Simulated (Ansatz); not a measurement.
Ansatz (a first-principles code) input (RI-MP2/cc-pV(T+d)Z):
A basis named .json is the Basis Set Exchange file of that set.

Ansatz 0.2 input:
```yaml
crystal:
  periodic: [false, false, false]
  atoms:
    - {symbol: Si, position_ang: [0.02891648, -0.78408769, 1.17054584]}
    - {symbol: O, position_ang: [1.40366459, -0.30483370, 0.42852945]}
    - {symbol: Si, position_ang: [2.13620027, 0.58488374, -0.74208839]}
    - {symbol: O, position_ang: [-1.27223421, -0.07013803, 0.49706920]}
    - {symbol: Si, position_ang: [-2.10574304, 0.32181847, -0.85951667]}
    - {symbol: H, position_ang: [0.09063515, -0.37490872, 2.58463454]}
    - {symbol: H, position_ang: [-0.08255331, -2.24914719, 1.02789925]}
    - {symbol: H, position_ang: [1.58398517, 1.96926907, -0.74299809]}
    - {symbol: H, position_ang: [3.59363098, 0.61029424, -0.44667137]}
    - {symbol: H, position_ang: [-3.13414231, 1.32117726, -0.50346610]}
    - {symbol: H, position_ang: [-1.18034391, 0.89115510, -1.86694460]}
    - {symbol: H, position_ang: [-2.75388650, -0.88466916, -1.42241364]}
basis:
  gaussian:
    orbitals: cc-pV_T+d_Z.json
    fitting: {mean_field: def2-universal-jkfit, correlation: cc-pVTZ-RIFIT.json}
magnetization: {spin_polarized: true, initial_magnetization: 1}
correlation: {method: mp2, electrons: outside_noble_gas}
```

Output:

```
Functional definition: HF
integrals: 0.43 GiB planned
664 factors; integrals over basis functions are off by at most 1.1e0 eV
738 factors; integrals over basis functions are off by at most 7.5e-1 eV
1.08 GiB of device memory are held for the factors and their scratch space
mean field: 1.43 GiB planned
mean field evaluation 1: about -27774.2275 eV, gradient 3.4e1 eV
mean field evaluation 2: about -27777.4985 eV, gradient 2.2e1 eV
mean field evaluation 4: about -27779.2045 eV, gradient 6.2e-1 eV
mean field -27779.21230812 eV, -1020.8672228970 hartree, gradient 1.4e-6 eV, S^2 0.753984; 0 other end points of the search recorded, 0 dependent functions left out
17 core orbitals not correlated
reference -27779.21230812 eV, -1020.8672228970 hartree; 16, 15 occupied and 242, 243 virtual orbitals, 738 factors
second order -22.17352625 eV of doubles, -0.00000000 eV of singles
Total energy: -27801.38583437 eV, -1021.6820849570 hartree
```

It need not be the lowest isomer of its formula.
